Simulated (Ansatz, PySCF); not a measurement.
Gas-phase reaction in SMILES: BrB(Br)Br [tribromoborane] + 3 [H][H] (H2) → B (BH3) + 3 Br (HBr)
Structures are relaxed separately at B3LYP-D3(BJ)/def2-TZVP in Ansatz (a first-principles code). Frequencies are from Ansatz or PySCF.

Quantity: energy of full hydrogenation (enthalpy at 298 K, with B3LYP-D3(BJ) rigid-rotor harmonic-oscillator terms), in kcal/mol. Cores are frozen in the correlated levels unless marked. No spin-orbit coupling. Frozen are the shells of the preceding noble gas and the d and f shells that filled before the atom's block. Non-relativistic. CBS(X,Y): correlation extrapolated as X^-3; Hartree-Fock from the larger set.

CCSD(T)/CBS(aug-cc-pVTZ,aug-cc-pVQZ) (Ansatz) gives 46.1 kcal/mol.

Task: Another calculation gave 37.9 kcal/mol. Which level was it?
(A) wB97M-V/def2-TZVPD (Ansatz)
(B) r2SCAN/def2-TZVPD (Ansatz)
(C) HF/def2-TZVPD (PySCF)
(D) CAM-B3LYP/def2-TZVPD (Ansatz)

Result: D, CAM-B3LYP/def2-TZVPD (Ansatz). The others give 50.9 (r2SCAN), 45.1 (wB97M-V), 27.2 (HF) kcal/mol.
